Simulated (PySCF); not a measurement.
Compound: C3H7AlFN.
Numbering: `[CH3:1][C:2]#[N+:3][AlH2-:4][CH2:5][F:6]` (hydrogens: H7, H8, H9 on C1; H10, H11 on Al4; H12, H13 on C5)
Bond orders are those of one Lewis drawing.

Computed by this run: PBE0-D3(BJ)/def2-SVP geometry optimisation, gas phase in PySCF; density fitting, grid level 1; the optimiser is geomeTRIC in internal coordinates, started from a GFN2-xTB structure with every atom displaced at random (about 0.01 Å).

Step 6: E = -14009.0646 eV
```
atom  x, y, z in Å  |  force x, y, z in eV/Å
C1      3.1584   -0.0235   -0.2612    0.582   0.054  -0.096
C2      1.7234   -0.2122   -0.3576   -0.133  -0.142  -0.139
N3      0.5842   -0.3709   -0.4573   -0.102   0.204   0.057
Al4    -1.5367   -0.6033   -0.7158    0.561  -0.102   0.094
C5     -2.5328    0.7846    0.2816    0.114   0.172  -0.006
F6     -3.7178    0.1347   -0.1774   -0.258   0.054   0.021
H7      3.5865    0.1620   -1.2936   -0.372  -0.171   0.966
H8      3.6354   -0.9427    0.1870   -0.359   0.781  -0.358
H9      3.3557    0.8681    0.3924   -0.003  -0.621  -0.439
H10    -1.5883   -2.0513   -0.0410   -0.053  -0.007  -0.056
H11    -1.5290   -0.3931   -2.2962   -0.022  -0.033  -0.043
H12    -2.5671    0.7979    1.3847    0.029  -0.022  -0.043
H13    -2.5659    1.8325   -0.0768    0.014  -0.167   0.041
```

Step 7: E = -14009.1283 eV
```
atom  x, y, z in Å  |  force x, y, z in eV/Å
C1      3.1451   -0.0156   -0.2582    0.093   0.027  -0.001
C2      1.7141   -0.2093   -0.3601    0.001  -0.080  -0.059
N3      0.5777   -0.3727   -0.4596   -0.316   0.147   0.024
Al4    -1.5242   -0.6202   -0.7293    0.445   0.045   0.144
C5     -2.5181    0.7745    0.2842   -0.065  -0.033  -0.093
F6     -3.7401    0.1795   -0.1544   -0.117   0.049   0.048
H7      3.5723    0.1247   -1.2687   -0.069  -0.046   0.205
H8      3.6111   -0.8948    0.2227   -0.077   0.161  -0.101
H9      3.3509    0.8831    0.3484    0.008  -0.119  -0.072
H10    -1.5933   -2.0731   -0.0747   -0.041  -0.044  -0.032
H11    -1.5187   -0.4008   -2.3080   -0.020  -0.030  -0.056
H12    -2.5390    0.7841    1.3870    0.073  -0.037   0.000
H13    -2.5317    1.8236   -0.0606    0.085  -0.039  -0.005
```

Step 8: E = -14009.1720 eV
```
atom  x, y, z in Å  |  force x, y, z in eV/Å
C1      3.1048    0.0141   -0.2552   -0.209   0.037   0.083
C2      1.6800   -0.2169   -0.3409    0.070  -0.056   0.017
N3      0.5481   -0.4131   -0.4190   -0.339   0.120  -0.031
Al4    -1.5064   -0.6752   -0.7335    0.252   0.071   0.115
C5     -2.4804    0.7586    0.2603   -0.179  -0.081  -0.075
F6     -3.7734    0.3001   -0.1128    0.057   0.083   0.061
H7      3.5010    0.2313   -1.2494    0.103   0.020  -0.237
H8      3.6007   -0.8703    0.1534    0.094  -0.187   0.052
H9      3.3052    0.8675    0.4003    0.010   0.136   0.107
H10    -1.6451   -2.1297   -0.0950   -0.009  -0.060  -0.012
H11    -1.4795   -0.4709   -2.3164   -0.004  -0.032  -0.054
H12    -2.4505    0.7839    1.3637    0.071  -0.054   0.010
H13    -2.3984    1.8034   -0.0866    0.082   0.004  -0.036
```

Q: Estimate the geometry and energy of step 9. (The exact step hangs on the optimiser's Hessian estimate; all steps are aligned on step 8, rigid shifts and turns removed.)

A: E = -14009.2070 eV, largest force 0.445 eV/Å
```
atom  x, y, z in Å  |  force x, y, z in eV/Å
C1      3.0089    0.0695   -0.2343   -0.287  -0.004   0.081
C2      1.5967   -0.2160   -0.3272    0.086  -0.014   0.114
N3      0.4734   -0.4567   -0.3964   -0.039   0.067  -0.067
Al4    -1.4912   -0.7727   -0.7521   -0.219   0.051  -0.014
C5     -2.3853    0.7382    0.2226   -0.230  -0.084  -0.038
F6     -3.7585    0.5176   -0.0173    0.184   0.029   0.062
H7      3.3764    0.4172   -1.1964    0.151   0.129  -0.398
H8      3.5456   -0.8332    0.0516    0.195  -0.340   0.084
H9      3.1919    0.8404    0.5161   -0.005   0.212   0.202
H10    -1.7027   -2.2277   -0.1251    0.043  -0.024   0.021
H11    -1.4541   -0.6169   -2.3469    0.018  -0.020  -0.014
H12    -2.2428    0.7701    1.3186    0.030  -0.049   0.027
H13    -2.1522    1.7533   -0.1443    0.074   0.047  -0.059
```

The energy changes by -0.0350 eV. The first-order estimate −F·Δx gives -0.0631 eV and the mean of the old and new forces, exact on a quadratic surface, -0.0356 eV. The step makes an angle of 81° with the force vector and moves no atom by more than 0.258 Å.

The cost below is that of the whole optimisation. On Arm Neoverse N1, one thread, on a shared host, this took 2.8 min wall and 0.50 GiB of memory at its peak.
